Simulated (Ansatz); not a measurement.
Consider the germylene formation by 1,1-elimination: `C[CH2][GeH]([SiH3])[Cl]` → `CC[SiH3]` + `[Cl][GeH]`.

Calculated with Ansatz (gas phase, PBE0-D4/def2-TZVP geometries, no zero-point term in ΔE). CBS: MP2 limit from def2 TZ/QZ plus the TZ coupled-cluster correction, frozen cores. DFT in def2-TZVPP. For Ge outer-core shells are correlated without core-valence functions, which leaves a few kJ/mol of doubt a bond. Scalar relativity is left out up to krypton. One conformer a species, not always the lowest.

| species | ωB97X-V energy (Eh) |
| --- | --- |
| `C[CH2][GeH]([SiH3])[Cl]` | -2908.10436 |
| `CC[SiH3]` | -370.48611 |
| `[Cl][GeH]` | -2537.56544 |

**Question.** Work out ΔE.

**Answer.** ΔE = (-370.48611) + (-2537.56544) − (-2908.10436) = 0.05281 Eh = +138.7 kJ/mol. CCSD(T)/CBS gives +135.5 kJ/mol.

Largest T1 diagnostic among the species: 0.013.

At CCSD(T), def2-SVP lies −8.6 kJ/mol from the extrapolated value and def2-TZVPP +7.2 kJ/mol. From r2SCAN to r2SCAN0 (25 % exact exchange), in def2-TZVPP and without D4, ΔE moves by +4.4 kJ/mol.
